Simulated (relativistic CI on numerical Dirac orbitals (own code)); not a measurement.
**Electric-dipole transitions in Bi II**

Calculated at this level of theory: Dirac-Coulomb-Breit CI, separate exchange-only KLI orbitals for each configuration, model QED, valence Slater integrals scaled by 0.85, configuration energies shifted to the measured levels that pair with them (semi-empirical) (own radial code, finite nucleus).

CI space (outside the closed core [Xe] 4f14 5d10): 6s2.6p2, 6s2.6p.7s, 6s.6p3, 6s2.6p.6d, 6s2.6p.7p, 6s2.6p.5f, 6s2.6p.7d, 6s2.6d2, 6p4, 6s2.6p.8s, 6s2.6p.8p, 6s.6p2.6d, 6s2.5f2, 6s2.6p.6f, 6s2.6p.8d, 6s2.6p.5g, 6s2.6p.7f, 6s2.6p.8f. Levels of other configurations are missing.

```tsv
λ vac (Å)	Lower	Upper	A (s⁻¹)	gf	Branching (%)
1105.7	6s2.6p2 3P_0 [1]	6s2.6p.7s 1P°_1 [18]	3.63e+07	2.00e-02	3.1
1294.2	6s2.6p2 3P_1 [2]	6s2.6p.7s 1P°_1 [18]	1.55e+08	1.16e-01	13.3
1316.1	6s2.6p2 3P_1 [2]	6s2.6p.7s 3P°_2 [17]	2.46e+08	3.19e-01	25.0
1366.1	6s2.6p2 3P_2 [3]	6s2.6p.7s 1P°_1 [18]	1.85e+08	1.55e-01	15.9
1390.5	6s2.6p2 3P_2 [3]	6s2.6p.7s 3P°_2 [17]	4.30e+08	6.23e-01	43.8
1445.0	6s2.6p2 3P_0 [1]	6s2.6p.7s 3P°_1 [7]	2.80e+08	2.63e-01	28.8
1768.9	6s2.6p2 1D_2 [4]	6s2.6p.7s 1P°_1 [18]	7.27e+08	1.02e+00	62.4
1784.7	6s2.6p2 3P_1 [2]	6s2.6p.7s 3P°_1 [7]	1.55e+08	2.22e-01	15.9
1799.4	6s2.6p2 3P_1 [2]	6s2.6p.7s 3P°_0 [6]	8.19e+08	3.97e-01	100.0
1810.0	6s2.6p2 1D_2 [4]	6s2.6p.7s 3P°_2 [17]	3.07e+08	7.55e-01	31.3
1924.3	6s2.6p2 3P_2 [3]	6s2.6p.7s 3P°_1 [7]	5.31e+08	8.84e-01	54.6
```

Terms are leading LS components. Brackets give the number of a level in order of energy, since labels repeat. The list gives strong lines, with weight on those to low levels, without configurations that were not tied to measured data, without lines whose two gauges differ by over a factor of 2.5, among the lowest 97 of 222 levels, so that lines to higher ones, which can be the strongest, are missing, and without lines across small gaps between configurations, and without 2 lines that miss the measured interval by over 3.5 %, start from a term whose rates miss tabulated ones by over 60 %, have gauges far apart or, lacking measured levels, span too small a gap for the errors found; lines with a level outside our table were not tested and can miss by more. Levels whose partners in the same complex of configurations lie outside the list can be far off, and so can their lines. Rates are taken at the computed energies, electric ones in the length gauge.

Configurations whose levels could be paired with our table of measured levels were shifted onto them, all but the ground configuration, by the median error of their levels; single terms can still be off by 1,000 to 2,000 cm⁻¹ or more, and rates follow the energies as ν³ (E1, M1) or ν⁵ (E2). The others borrow a shift and can be off by several thousand cm⁻¹ or more. The fine structure of a lone outer electron comes out too small, for d and f at times inverted, and misplaced configurations move strength between like terms. 9 of the 25 excited levels that our extract of the measured tables holds in this range could be paired (the sources list more); they are missed by 322 cm⁻¹ on average and 795 at most, after the shifts were fitted to these levels, and levels without a partner can miss by more.

LS names give the leading component of a level, which can be under half, so a name can repeat, a term be missing and a line seem to break the LS rules.
